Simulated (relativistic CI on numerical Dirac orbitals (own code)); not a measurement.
**One change at a time: O5+**

Base calculation: Dirac-Coulomb-Breit CI, separate exchange-only KLI orbitals for each configuration, model QED, valence Slater integrals scaled by 0.85, P86 correlation energy added to each configuration.

CI space (outside the closed core 1s2): 2s, 2p, 3s, 3p, 3d, 4s, 4p, 4f, 4d, 5s, 5p, 5g, 5f, 5d, 6s, 6p, 6d. Levels of other configurations are missing.

Variants: (1) no correlation estimate; (2) Slater integrals left unscaled; (3) Breit term removed; (4) non-relativistic limit. Shifts of the energy above 2s 2S_1/2, in cm⁻¹, for the lowest level and the first level of each name with at least 55 % of one term (blank where a level changes its place among those of its configuration and J or its character, or is not in the variant):

```csv
Level,Base,Δ(1),Δ(2),Δ(3),Δ(4),Measured
2s 2S_1/2,0,0,0,0,0,0
2p 2P°_1/2,98748,-1533,0,-55,-308,96375
2p 2P°_3/2,99265,-1533,0,+29,-825,96908
3s 2S_1/2,639595,-419,0,+65,-570,640040
3p 2P°_1/2,665726,-179,0,+45,-657,666113
3p 2P°_3/2,665873,-179,0,+72,-805,666270
3d 2D_3/2,672491,+1053,0,+87,-786,674626
3d 2D_5/2,672537,+1053,0,+88,-832,674677
4s 2S_1/2,852133,-516,0,+79,-730,852696
4p 2P°_1/2,862799,-423,0,+70,-765,863334
4p 2P°_3/2,862860,-423,0,+81,-826,863398
4d 2D_3/2,866004,-305,0,+88,-819,866880
4d 2D_5/2,866024,-305,0,+88,-838,866902
4f 2F°_5/2,868983,-3160,0,+88,-839,867078
4f 2F°_7/2,868993,-3160,0,+88,-849,867087
5s 2S_1/2,948325,-780,0,+83,-790,948690
5p 2P°_1/2,953710,-754,0,+79,-807,
5p 2P°_3/2,953741,-754,0,+85,-838,
5d 2D_3/2,955462,-815,0,+88,-835,
5d 2D_5/2,955472,-815,0,+88,-845,
5f 2F°_5/2,957874,-3160,0,+88,-845,
5f 2F°_7/2,957879,-3160,0,+88,-850,
```

At this charge configurations can still be misplaced by up to about 7 % of their energy. 18 of the 18 excited levels that our extract of the measured tables holds in this range could be paired (the sources list more); they are missed by 1007 cm⁻¹ on average and 2373 at most, and levels without a partner can miss by more.

Measured levels: Moore, Selected Tables of Atomic Spectra, NSRDS-NBS 3, section 8.

Ionisation energy from the two ground configurations alone: base 138.354 eV; no correlation estimate 137.962 eV. The NIST ASD value (semi-empirical) is 138.119 eV.
